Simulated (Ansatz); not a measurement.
```yaml
crystal:
  periodic: [false, false, false]
  atoms:
    - {symbol: Sb, position_ang: [0.093333, -1.709658, -1.413979]}
    - {symbol: Sb, position_ang: [-2.496941, -0.720950, -0.779459]}
    - {symbol: Sb, position_ang: [-1.780891, 1.306160, 0.951201]}
    - {symbol: Sb, position_ang: [0.703488, 0.348545, 2.272977]}
    - {symbol: Sb, position_ang: [1.182990, -2.138953, 1.177953]}
    - {symbol: Sb, position_ang: [0.866121, 2.241974, -0.004450]}
    - {symbol: Sb, position_ang: [1.431889, 0.672871, -2.204253]}
basis:
  gaussian: {orbitals: def2-TZVPD}
total_charge: -3
magnetization: {spin_polarized: true, initial_magnetization: 2}
hamiltonian: {xc: pbe0, dispersion: d4}
scf: {omitted_lower_state_checks: [starts]}
output: {orbitals: {seedname: orbitals}}
```

```sh
$ ansatz run in.yaml --threads 4 --pin off --events-out ev --progress --plain --max-ram 4787MiB
```

Q: Does this run fit into the memory that it is given?

A: No. It has 392 basis functions, and Ansatz plans for 8 GiB where 5 GiB are given.
